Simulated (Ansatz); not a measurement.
Frontier orbitals of AsH$_{4}$In, SMILES `[AsH2][InH2]`.

```xyz
6

As   -0.291    1.327   -0.832
In    0.634   -0.569    0.672
H    -0.609    0.349   -1.955
H    -1.680    1.204   -0.222
H     0.234   -0.580    2.350
H     1.712   -1.731   -0.012
```

Charge 0, multiplicity 1. Correlated methods include outer-core shells of As, In, which these sets cover unevenly. Scalar relativity is left out up to krypton. In: def2 effective core potential. All single points use the PBE0-D4/def2-TZVP geometry. Basis def2-TZVPP, Ansatz 0.2.0.

```
functional  HOMO (eV)  LUMO (eV)
      PBE0      -6.94      -1.84
```

Problem. Give HOMO and LUMO (eV) with LDA (SPW92), PBE, revPBE, BLYP, r2SCAN, B97M-V, B3LYP, r2SCANh, r2SCAN0, HSE06 (plane-wave form), BHLYP, CAM-B3LYP, LC-ωPBE, ωB97X-V, ωB97M-V, HF. (Best estimate.)

Solution. Ansatz gave: 
| functional | HOMO | LUMO |
| --- | --- | --- |
| LDA (SPW92) | -6.14 | -2.81 |
| PBE | -5.98 | -2.55 |
| revPBE | -5.92 | -2.44 |
| BLYP | -5.82 | -2.51 |
| r2SCAN | -6.21 | -2.30 |
| B97M-V | -6.21 | -2.56 |
| B3LYP | -6.74 | -2.10 |
| r2SCANh | -6.57 | -2.05 |
| r2SCAN0 | -7.10 | -1.69 |
| HSE06 (plane-wave form) | -6.56 | -2.20 |
| BHLYP | -7.75 | -1.19 |
| CAM-B3LYP | -8.10 | -1.03 |
| LC-ωPBE | -9.36 | 0.05 |
| ωB97X-V | -9.04 | -0.08 |
| ωB97M-V | -8.91 | -0.34 |
| HF | -9.04 | 0.55 |

B3LYP here is the variant with VWN-RPA as its local correlation; programs differ in this. LC-ωPBE has ω = 0.4 bohr⁻¹.
